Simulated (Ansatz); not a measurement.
Two isomers of CH9GeNSi: A = `C[N]([SiH3])[GeH3]`, B = `[CH3][GeH]([NH2])[SiH3]`.

Calculated with Ansatz (gas phase, PBE0-D4/def2-TZVP geometries, no zero-point term in ΔE). CCSD(T)/CBS adds triple-zeta CCSD(T) − MP2 to the extrapolated MP2 energy (def2 sets, frozen cores). DFT in def2-TZVPP. B3LYP here is the variant with VWN-RPA as its local correlation; programs differ in this. For Ge outer-core shells are correlated without core-valence functions, which leaves a few kJ/mol of doubt a bond. Scalar relativity is left out up to krypton. Each species was taken in one conformer, which may not be the lowest.

Question: Which is lower in electronic energy at CCSD(T)/CBS, and by how much? (Best estimate.)

Answer: The calculation gave: B, by 34.5 kJ/mol.

Question: Give E(B) − E(A) in kJ/mol with CCSD(T)/def2-TZVPP, B3LYP-D4, BLYP-D4, r2SCAN-D4, LDA (SPW92), CCSD(T)/def2-SVP, PBE0-D4. (An estimate is asked.)

Answer: The calculation gave: CCSD(T)/def2-TZVPP -33.5, B3LYP-D4 -31.9, BLYP-D4 -34.7, r2SCAN-D4 -41.1, LDA (SPW92) -36.7, CCSD(T)/def2-SVP -9.3, PBE0-D4 -43.3. None reverses the order clearly.

Question: Does the order hold for the free energy at 298.15 K (harmonic terms from PBE0-D4)? (An estimate is asked.)

Answer: The calculation gave: Yes: G(B) − G(A) = -29.0 kJ/mol, for one conformer each.

Largest T1 diagnostic: 0.011.

The D4 term adds +4.8 kJ/mol with B3LYP and +2.2 kJ/mol with PBE0; it sums over pairs of atoms, weighted by their polarisabilities, and B3LYP, whose exchange is more repulsive, gets the larger term. From PBE to PBE0 (25 % exact exchange), in def2-TZVPP and without D4, E(B) − E(A) moves by +5.9 kJ/mol.
